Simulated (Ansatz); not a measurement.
Cost and result for the atomization energy of C₄H₉ClFIn (`C[C](C)(C)[In]([F])[Cl]`) (16 atoms, 15 bonds).

Z-matrix (Å, degrees):
```
C
C 1 1.522
H 1 1.093 2 112.5
H 1 1.099 2 109.0 3 -118.6
H 1 1.093 2 112.4 3 122.5
C 2 1.520 1 110.9 3 56.1
C 2 1.522 1 110.3 3 179.3
In 2 2.178 1 107.7 3 -63.5
H 6 1.099 2 109.1 1 61.5
H 6 1.092 2 112.4 1 -57.5
H 6 1.092 2 112.4 1 -179.4
H 7 1.093 2 112.5 1 -179.4
H 7 1.099 2 109.0 1 -60.9
H 7 1.093 2 112.4 1 58.0
F 8 1.956 2 120.6 1 -57.3
Cl 8 2.327 2 130.3 1 122.8
```

Total charge 0; spin multiplicity 1. Correlated methods include outer-core shells of In, which these sets cover unevenly. In takes the def2 core potential. Geometry: relaxed with PBE0-D4/def2-TZVP. Program: Ansatz. All runs use 2 threads of an AMD EPYC 7R13 on a shared host and a share of an NVIDIA H100 80 GB. Times are those of one run each, without the atoms' runs, and a repeat can differ threefold. Electronic energies, without spin–orbit coupling; frozen cores. CCSD(T)/CBS adds CCSD(T) − MP2 in def2-TZVPP to the MP2 limit, and its time is that of the two runs behind it. T1 = 0.013. With those shells the extrapolation isn't a true limit. B3LYP takes the VWN-RPA correlation (the form of Gaussian; ORCA's B3LYP/G). HSE06 is the plane-wave form, built on full-range PBE exchange.

CCSD(T)/CBS is a level of theory with its own doubt, some kJ/mol a heavy atom from the limit and from the frozen cores, so smaller differences don't rank the functionals.

| level | functions | wall time |
| --- | --- | --- |
| CCSD(T)/def2-SVP | 159 | 2 s |
| PBE0-D4/def2-TZVPP | 373 | 2.6 s |
| HSE06-D4/def2-TZVPP | 373 | 2.7 s |
| PBE-D4/def2-TZVPP (with forces) | 373 | 3.2 s |
| ωB97X-V/def2-TZVPP | 373 | 3.4 s |
| PBE-QIDH/def2-TZVPP | 373 | 3.5 s |
| B3LYP-D4/def2-TZVPP (with forces) | 373 | 3.5 s |
| B97M-V/def2-TZVPP | 373 | 4.5 s |
| r2SCAN-D4/def2-TZVPP (with forces) | 373 | 4.9 s |
| ωB97M-V/def2-TZVPP (with forces) | 373 | 5.5 s |
| MP2/def2-QZVPP | 707 | 6.5 s |
| CCSD(T)/def2-TZVPP | 373 | 12 s |
| CCSD(T)/CBS(def2) | – | 19 s |

Question: What atomization energy does each give, and how far from CCSD(T)/CBS? (An estimate is asked.)

Answer: Computed: 
```
                             level  atomization (kcal/mol)  difference from CCSD(T)/CBS  per bond
                  CCSD(T)/def2-SVP                  1362.9                        -66.5      -4.4
                PBE0-D4/def2-TZVPP                  1429.9                          0.5       0.0
               HSE06-D4/def2-TZVPP                  1430.7                          1.3       0.1
   PBE-D4/def2-TZVPP (with forces)                  1449.8                         20.4       1.4
                ωB97X-V/def2-TZVPP                  1427.6                         -1.8      -0.1
               PBE-QIDH/def2-TZVPP                  1422.3                         -7.1      -0.5
 B3LYP-D4/def2-TZVPP (with forces)                  1417.8                        -11.6      -0.8
                 B97M-V/def2-TZVPP                  1428.3                         -1.1      -0.1
r2SCAN-D4/def2-TZVPP (with forces)                  1429.5                          0.1       0.0
  ωB97M-V/def2-TZVPP (with forces)                  1427.2                         -2.2      -0.2
                    MP2/def2-QZVPP                  1436.9                          7.5       0.5
                CCSD(T)/def2-TZVPP                  1394.2                        -35.2      -2.3
                 CCSD(T)/CBS(def2)                  1429.4                          0.0       0.0
```

At CCSD(T), def2-SVP lies −66.5 kcal/mol from the extrapolated value and def2-TZVPP −35.2 kcal/mol: correlation converges slowly with the basis, and small sets miss more of it in the bonded molecule than in its fragments. The D4 term adds +14.9 kcal/mol with B3LYP and +8.0 kcal/mol with PBE0; it sums over pairs of atoms, weighted by their polarisabilities, and B3LYP, whose exchange is more repulsive, gets the larger term. In def2-TZVPP, CCSD(T) changes the Hartree–Fock value by +332.4 kcal/mol (the triples alone add +20.6 kcal/mol) and MP2 by +354.3 kcal/mol; breaking electron pairs costs correlation energy, which Hartree–Fock lacks.

Spin–orbit coupling would lower the free In atoms strongly, and the atomization energy with them, by more than many differences here.
